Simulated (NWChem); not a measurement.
Molecule: CuCl; SMILES [Cl][Cu]

```xyz
2

Cu     0.0000     0.0000    -0.7696
Cl     0.0000     0.0000     1.3045
```
Atoms are numbered in this order, from 1.

Coordinates come from a PBE-D3(BJ)/def2-SVP optimisation.

Problem. Give the principal values of the shielding tensors (ppm) of Cu1, Cl2 from PBE/pcSseg-1, GIAO (NWChem), with their diamagnetic and paramagnetic parts as GIAO splits them.

Solution. 
```
atom     σ11     σ22     σ33  isotropic  diamagnetic  paramagnetic
----  ------  ------  ------  ---------  -----------  ------------
Cu1    393.0   393.0  2411.0     1065.7       2405.0       -1339.3
Cl2   1155.3  1225.9  1225.9     1202.4       1146.6          55.8
```
